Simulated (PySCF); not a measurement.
Isomers of C5H9FO2, one GFN2-xTB conformer each. Single-point energies are computed at PBE0/pcSseg-1 (PySCF, gas phase, no added dispersion term), electronic only.

| SMILES | GFN2-xTB relative energy (kcal/mol) |
| --- | --- |
| C[C@@H]1CCO[C@H](F)O1 | 0.0 |
| CC[C@@H]1CO[C@@H](F)O1 | 1.6 |
| CC[C@@H](OC)C(=O)F | 23.1 |
| COC[C@H](C)C(=O)F | 21.7 |
| FCCC1OCCO1 | 15.3 |

Conformers: `[CH3:1][C@@H:2]1[CH2:3][CH2:4][O:5][C@H:6]([F:7])[O:8]1` with C1–C2–C3–C4 -78°, C2–C3–C4–O5 -54°, C3–C4–O5–C6 56°, C4–O5–C6–F7 71°; `[CH3:1][CH2:2][C@@H:3]1[CH2:4][O:5][C@@H:6]([F:7])[O:8]1` with C1–C2–C3–C4 -75°, C2–C3–C4–O5 -110°, C3–C4–O5–C6 -25°, C4–O5–C6–F7 -84°, O5–C6–O8–C3 -29°; `[CH3:1][CH2:2][C@@H:3]([O:4][CH3:5])[C:6](=[O:7])[F:8]` with C1–C2–C3–O4 67°, C2–C3–O4–C5 -169°, C2–C3–C6–O7 -110°; `[CH3:1][O:2][CH2:3][C@H:4]([CH3:5])[C:6](=[O:7])[F:8]` with C1–O2–C3–C4 -174°, O2–C3–C4–C5 -170°, C3–C4–C6–O7 29°; `[F:1][CH2:2][CH2:3][CH:4]1[O:5][CH2:6][CH2:7][O:8]1` with F1–C2–C3–C4 -68°, C2–C3–C4–O5 175°, C3–C4–O5–C6 136°, C4–O5–C6–C7 5°, O5–C6–C7–O8 -24°, C6–C7–O8–C4 34°.

What does PBE0/pcSseg-1 give for the same structures?

```tsv
SMILES	PBE0/pcSseg-1 E (Eh)	PBE0/pcSseg-1 (kcal/mol)	GFN2-xTB (kcal/mol)	point group
C[C@@H]1CCO[C@H](F)O1	-445.70887	0.0	0.0	C1
CC[C@@H]1CO[C@@H](F)O1	-445.70843	0.3	1.6	C1
COC[C@H](C)C(=O)F	-445.70558	2.1	21.7	C1
CC[C@@H](OC)C(=O)F	-445.70507	2.4	23.1	C1
FCCC1OCCO1	-445.68308	16.2	15.3	C1
```

Both levels put the same isomer lowest; measured from each level's own lowest isomer, the values differ by up to 20.7 kcal/mol (CC[C@@H](OC)C(=O)F: 23.1 against 2.4). Neighbours under 2.5 kcal/mol apart (C[C@@H]1CCO[C@H](F)O1 and CC[C@@H]1CO[C@@H](F)O1; CC[C@@H]1CO[C@@H](F)O1 and COC[C@H](C)C(=O)F; COC[C@H](C)C(=O)F and CC[C@@H](OC)C(=O)F) can change places with a better method, another conformer or zero-point energy.

Which frontier levels, dipoles and rotational constants go with these structures?

| SMILES | HOMO (eV, PBE0/pcSseg-1) | LUMO (eV) | dipole (D) | A, B, C (MHz) |
| --- | --- | --- | --- | --- |
| C[C@@H]1CCO[C@H](F)O1 | -8.16 | 1.27 | 2.72 | 2757, 2291, 1727 |
| CC[C@@H]1CO[C@@H](F)O1 | -8.16 | 1.27 | 2.88 | 4953, 1272, 1167 |
| COC[C@H](C)C(=O)F | -7.70 | -0.27 | 3.65 | 3082, 1281, 1067 |
| CC[C@@H](OC)C(=O)F | -8.04 | -0.54 | 2.72 | 2307, 1749, 1129 |
| FCCC1OCCO1 | -7.38 | 1.45 | 2.39 | 4975, 1151, 1055 |
